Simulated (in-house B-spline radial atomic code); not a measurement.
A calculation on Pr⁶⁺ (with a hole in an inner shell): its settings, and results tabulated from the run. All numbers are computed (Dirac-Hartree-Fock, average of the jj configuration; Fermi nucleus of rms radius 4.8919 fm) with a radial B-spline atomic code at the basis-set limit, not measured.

In the input, a minus or plus after the letter marks the j = l - 1/2 or j = l + 1/2 subshell.

Command:
```bash
python run_scf.py task.json out
```
Settings (nuclear radius in fm, mass in u):
```
Z                59
configuration    1s2 2s2 2p6 3s2 3p6 3d10 4s2 4p-1 4p+4 4d10 4f1 5s1 5p6
hamiltonian      dirac
method           hf
spin_polarised   False
nucleus          fermi
rms_radius       4.8919
atomic_mass      140.90766
speed_of_light   137.035999084
```

Output (hartree, bohr):
```
 radial grid: 68 intervals, B-splines of order 8, outer radius 21.6418 bohr

 iter        energy (Eh)    residual
    1       -9191.732148    1.10e+00
    2       -9214.201317    7.37e-01
    3       -9219.781222    2.07e-01
    4       -9220.302278    6.76e-02
    5       -9220.350144    2.28e-02
    6       -9220.358514    1.56e-03
    7       -9220.358550    4.15e-04
    8       -9220.358552    3.76e-05
    9       -9220.358552    6.94e-07
   10       -9220.358552    7.82e-08

 total energy                     -9220.35855
 kinetic                            9915.9060
 electron-nucleus                 -22315.9483
 electron-electron                  3179.6836

 first-order corrections (not in the total)
   Gaunt                             8.7392
   retardation                      -0.9126
   frequency dependence             -0.1037
   self-energy                       6.0360
   Uehling                          -0.9033
   Wichmann-Kroll                    0.0249
   recoil                            0.0237

 orbital      occ     eigenvalue          <r>       <r^2>       <1/r>       r_max    small
 1s1/2      2.000     -1555.8018    0.0240889 0.000789341      64.686     0.01541  4.78e-02
 2s1/2      2.000      -257.5149     0.102464   0.0124514      15.301     0.08731  1.04e-02
 2p1/2      2.000      -242.9334    0.0861548  0.00915499     15.2398     0.06659  1.04e-02
 2p3/2      4.000      -225.1882    0.0924054   0.0104012     13.7637     0.07189  9.79e-03
 3s1/2      2.000       -60.2744     0.270758   0.0838874     5.55272      0.2486  3.24e-03
 3p1/2      2.000       -54.0192     0.261261   0.0793366     5.44749       0.236  3.16e-03
 3p3/2      4.000       -50.4650     0.272833   0.0863054     5.09054      0.2471  3.00e-03
 3d3/2      4.000       -39.7398      0.24438   0.0703475     4.94363      0.1986  2.86e-03
 3d5/2      6.000       -38.9893     0.248161   0.0724095      4.8507      0.2018  2.81e-03
 4s1/2      2.000       -15.4420     0.616057    0.427375     2.30214      0.5759  9.98e-04
 4p1/2      1.000       -13.1771     0.635498    0.459468     2.19668      0.5849  9.32e-04
 4p3/2      4.000       -12.2981     0.655272    0.486618     2.09447      0.6064  8.89e-04
 4d3/2      4.000        -8.1214     0.701281    0.567075     1.88009      0.6235  7.41e-04
 4d5/2      6.000        -8.0832     0.707769    0.577094     1.85671      0.6303  7.30e-04
 4f5/2      0.429        -3.7091      0.82858    0.824974     1.47917      0.6353  4.82e-04
 4f7/2      0.571        -3.7251     0.829257    0.825212     1.47536      0.6377  4.80e-04
 5s1/2      1.000        -4.6262      1.37219     2.09662    0.970256        1.28  2.60e-04
 5p1/2      2.000        -3.6782      1.48082     2.45557    0.900132       1.372  2.34e-04
 5p3/2      4.000        -3.5351      1.53338     2.62348    0.851754       1.416  2.11e-04
```

Run time, properties included: 1.2 s on 1 thread of Arm Neoverse V2, with other jobs on the host.

For the Dirac Hamiltonian the kinetic term is c α·p + (β - 1)c².
